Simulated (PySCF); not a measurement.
A run for PySCF: R-MP2/6-31G* on CH3NO2 (a complex), monomers drawn apart or pushed together.

```python
from pyscf import gto, scf, dft, mp
from pyscf.data.elements import chemcore

mol = gto.M(
    atom='''
    N    -0.14805537   -0.12973528    0.57902812
    H     0.76523983   -0.07982703    0.14215747
    H    -0.58445209   -0.98922504    0.26534908
    H    -0.70112087    0.64117481    0.22264222
    O     0.96313849   -0.82732579    5.75262148
    C     0.21169012    0.05640561    5.73780289
    O    -0.53500312    0.94270275    5.79182291
    ''',
    basis='6-31g*',
    cart=True,
    charge=0, spin=0, verbose=3, max_memory=1800)
mf = scf.RHF(mol)
mf.conv_tol = 1e-8
mf.max_cycle = 100
mf.kernel()
if not mf.converged:
    mf = mf.newton().run(mf.mo_coeff, mf.mo_occ)
pt = mp.MP2(mf, frozen=chemcore(mol)).run()
```

Program output:

```
converged SCF energy = -243.817256439429
E(RMP2) = -244.460689059488  E_corr = -0.643432620058954
E(SCS-RMP2) = -244.439365372108  E_corr = -0.622108932679284
```

The calculation finished and met its thresholds.

Cost: roughly 0.5 core-seconds.
